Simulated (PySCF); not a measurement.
## How methods differ on the ionisation energy of Br²⁺

Br²⁺ [Ar] 3d10 4s2 4p3 (4S) → Br³⁺ [Ar] 3d10 4s2 4p2 (3P), as a difference of total energies. Calculation: PySCF 2.14, in jorge-DZP-DKH (8s6p2d1f, 43 functions); scalar relativity by spin-free X2C-1e. Correlated levels: valence: [Ar] 3d10 frozen. The calculations carry no spin-orbit coupling.

```json
{"method": "UHF", "ionisation energy (eV)": "34.594"}
{"method": "B3LYP", "ionisation energy (eV)": "35.038"}
{"method": "PBE", "ionisation energy (eV)": "35.005"}
{"method": "MP2 (valence)", "ionisation energy (eV)": "34.579"}
{"method": "CCSD (valence)", "ionisation energy (eV)": "34.485"}
```

**Question.** Estimate what CCSD(T) (valence) gives.

**Answer.** 34.485 eV, closest to CCSD (valence) among the rows shown.

**Question.** Estimate what SCS-MP2 (valence) gives.

**Answer.** 34.512 eV, closest to CCSD (valence) among the rows shown.

The reference lies between the lowest fine-structure levels, while these numbers refer to the centres of the terms.

Errors of the correlated levels include the incompleteness of this basis and the frozen core.

For comparison: 34.871 ± 0.019 eV (measured; NIST Atomic Spectra Database, ionization energies).
